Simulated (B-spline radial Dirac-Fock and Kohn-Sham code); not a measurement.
# Dipole and non-dipole photoemission parameters of Pt⁶⁺ 5p3/2

System: the Pt⁶⁺ ion, [Xe] 4f14 5d4; threshold 144.2 eV (orbital energy of the model). The computed values come from a radial atomic solver: Dirac-Hartree-Slater photoionisation with a Latter tail; cross sections with all multipoles, angular parameters from the dipole term and its interference with E2.

| hν (eV) | σ (kb) | β | γ | δ |
| --- | --- | --- | --- | --- |
| 225 | 170 | -0.166 | -0.082 | 0.032 |
| 253 | 150 | 0.010 | -0.084 | 0.041 |
| 360 | 104 | 0.517 | 0.046 | 0.045 |
| 457 | 79.5 | 0.803 | 0.162 | 0.037 |
| 555 | 62.8 | 0.999 | 0.237 | 0.028 |
| 587 | 58.6 | 1.049 | 0.254 | 0.025 |
| 795 | 39.5 | 1.274 | 0.297 | 0.013 |
| 1030 | 27.3 | 1.422 | 0.272 | 0.005 |
| 1253.6 | 20.3 | 1.510 | 0.221 | 0.001 |
| 1340 | 18.4 | 1.537 | 0.199 | 0.000 |
| 1600 | 13.9 | 1.598 | 0.136 | -0.002 |
| 2130 | 8.61 | 1.673 | 0.032 | -0.001 |
| 2160 | 8.40 | 1.676 | 0.028 | -0.001 |
| 2700 | 5.65 | 1.716 | -0.029 | 0.001 |
| 4880 | 1.78 | 1.762 | 0.046 | 0.009 |
| 7690 | 0.664 | 1.743 | 0.399 | 0.017 |
| 8570 | 0.519 | 1.732 | 0.520 | 0.019 |
| 8580 | ? | ? | ? | ? |
| 8820 | 0.485 | 1.729 | 0.555 | 0.019 |
| 9251.7 | 0.434 | 1.723 | 0.614 | 0.021 |
| 12000 | 0.232 | 1.684 | 0.981 | 0.029 |
| 13100 | 0.187 | 1.667 | 1.120 | 0.032 |
| 13600 | 0.170 | 1.660 | 1.180 | 0.034 |
| 15000 | 0.133 | 1.639 | 1.344 | 0.039 |

Q: Give the values at 8580 eV.

A: σ = 0.517 kb, β = 1.732, γ = 0.522, δ = 0.019.
